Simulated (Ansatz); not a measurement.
Calculation: PBE-D3(BJ)/def2-TZVP run with Ansatz (a first-principles code). No frequencies were computed at this level.

Ansatz 0.2 input:
```yaml
crystal:
  periodic: [false, false, false]
  atoms:
    - { symbol: O, position_ang: [2.243319, 0.715169, 0.287224] }
    - { symbol: C, position_ang: [0.924581, 0.431189, 0.174183] }
    - { symbol: C, position_ang: [0.321648, -0.69673, -0.285735] }
    - { symbol: C, position_ang: [-1.090858, -0.601603, -0.243494] }
    - { symbol: C, position_ang: [-1.52533, 0.583597, 0.242303] }
    - { symbol: S, position_ang: [-0.218909, 1.633378, 0.6686] }
    - { symbol: H, position_ang: [2.764727, -0.035322, -0.020972] }
    - { symbol: H, position_ang: [0.85697, -1.56016, -0.640159] }
    - { symbol: H, position_ang: [-1.744774, -1.391882, -0.565191] }
    - { symbol: H, position_ang: [-2.531375, 0.922366, 0.383242] }
basis:
  gaussian: { orbitals: def2-tzvp }
hamiltonian:
  xc: pbe
  dispersion: d3bj
relax:
  max_steps: 150
```

Output:

```
Functional definition: PBE
1308 factors; their error is unknown
mean field evaluation 1: about -17064.1430 eV, gradient 9.6e1 eV
mean field evaluation 2: about -16920.2117 eV, gradient 2.4e2 eV
mean field evaluation 4: about -17080.2146 eV, gradient 4.8e1 eV
mean field evaluation 8: about -17085.6480 eV, gradient 4.8e-1 eV
mean field evaluation 16: about -17085.6136 eV, gradient 4.2e-3 eV
mean field -17085.61356254 eV, -627.8847173785 hartree, gradient 3.1e-5 eV, S^2 0.000000; 0 other end points of the search recorded, 0 dependent functions left out
reference -17085.61359946 eV, -627.8847187354 hartree; 26, 26 occupied and 190, 190 virtual orbitals, 1308 factors
relax step   1: F+E_penalty+E_count = -17085.87896595 eV  Δ(F+E_penalty+E_count) = +0.000e0 eV  max|allowed force component| = 6.258e-1 eV/Å  Δτ_max = 0.0000 Å  (36 SCF iters, accepted)
these checks for a lower state are left out or cut short: starts, cluster_reference, orbital_swaps, neighbouring_geometries, increment
1308 factors; their error is unknown
mean field evaluation 32: about -17085.6465 eV, gradient 1.0e-5 eV
mean field -17085.64651119 eV, -627.8859282191 hartree, gradient 1.0e-5 eV, S^2 0.000000; 0 other end points of the search recorded, 0 dependent functions left out
reference -17085.64654827 eV, -627.8859295816 hartree; 26, 26 occupied and 190, 190 virtual orbitals, 1308 factors
relax step   2: F+E_penalty+E_count = -17085.91153159 eV  Δ(F+E_penalty+E_count) = -3.257e-2 eV  max|allowed force component| = 2.762e-1 eV/Å  Δτ_max = 0.0231 Å  (38 SCF iters, accepted)
these checks for a lower state are left out or cut short: starts, cluster_reference, orbital_swaps, neighbouring_geometries, increment
1308 factors; their error is unknown
mean field -17085.65068107 eV, -627.8860814592 hartree, gradient 1.0e-5 eV, S^2 0.000000; 0 other end points of the search recorded, 0 dependent functions left out
reference -17085.65071820 eV, -627.8860828239 hartree; 26, 26 occupied and 190, 190 virtual orbitals, 1308 factors
relax step   3: F+E_penalty+E_count = -17085.91558254 eV  Δ(F+E_penalty+E_count) = -4.051e-3 eV  max|allowed force component| = 5.341e-2 eV/Å  Δτ_max = 0.0096 Å  (38 SCF iters, accepted)
these checks for a lower state are left out or cut short: starts, cluster_reference, orbital_swaps, neighbouring_geometries, increment
1308 factors; their error is unknown
mean field -17085.65081607 eV, -627.8860864205 hartree, gradient 1.0e-5 eV, S^2 0.000000; 0 other end points of the search recorded, 0 dependent functions left out
reference -17085.65085320 eV, -627.8860877850 hartree; 26, 26 occupied and 190, 190 virtual orbitals, 1308 factors
relax step   4: F+E_penalty+E_count = -17085.91572493 eV  Δ(F+E_penalty+E_count) = -1.424e-4 eV  max|allowed force component| = 1.902e-2 eV/Å  Δτ_max = 0.0019 Å  (38 SCF iters, accepted)
these checks for a lower state are left out or cut short: starts, cluster_reference, orbital_swaps, neighbouring_geometries, increment
1308 factors; their error is unknown
mean field -17085.65082425 eV, -627.8860867211 hartree, gradient 1.0e-5 eV, S^2 0.000000; 0 other end points of the search recorded, 0 dependent functions left out
reference -17085.65086137 eV, -627.8860880853 hartree; 26, 26 occupied and 190, 190 virtual orbitals, 1308 factors
relax step   5: F+E_penalty+E_count = -17085.91575878 eV  Δ(F+E_penalty+E_count) = -3.386e-5 eV  max|allowed force component| = 4.371e-3 eV/Å  Δτ_max = 0.0030 Å  (39 SCF iters, accepted)
1308 factors; their error is unknown
mean field evaluation 64: about -17065.0991 eV, gradient 9.3e1 eV
mean field -17085.65082425 eV, -627.8860867211 hartree, gradient 1.0e-5 eV, S^2 0.000000; 1 other end points of the search recorded, 0 dependent functions left out
reference -17085.65086137 eV, -627.8860880853 hartree; 26, 26 occupied and 190, 190 virtual orbitals, 1308 factors
Total energy: -17085.91579591 eV, -627.8958242499 hartree
Atom 0 at     2.259200     0.736161     0.295773 Å, force     0.004371    -0.001482    -0.000616 eV/Å
Atom 1 at     0.937186     0.430814     0.174000 Å, force    -0.003189    -0.000708    -0.000282 eV/Å
Atom 2 at     0.326210    -0.710415    -0.291343 Å, force    -0.000498     0.001312     0.000538 eV/Å
Atom 3 at    -1.095610    -0.607355    -0.245835 Å, force    -0.000733    -0.001334    -0.000544 eV/Å
Atom 4 at    -1.535709     0.593305     0.246298 Å, force    -0.000678    -0.000019    -0.000006 eV/Å
Atom 5 at    -0.214622     1.630726     0.667505 Å, force     0.000659     0.000358     0.000145 eV/Å
Atom 6 at     2.773059    -0.028830    -0.018337 Å, force    -0.000304     0.001756     0.000719 eV/Å
Atom 7 at     0.872143    -1.583151    -0.649599 Å, force     0.000607    -0.000081    -0.000035 eV/Å
Atom 8 at    -1.767766    -1.401112    -0.568912 Å, force    -0.000237     0.000732     0.000300 eV/Å
Atom 9 at    -2.554091     0.939859     0.390450 Å, force     0.000002    -0.000533    -0.000218 eV/Å
Dipole moment:     0.108858    -0.320703    -0.131431 e Å
```

Cost: around 40 core-seconds (rough).
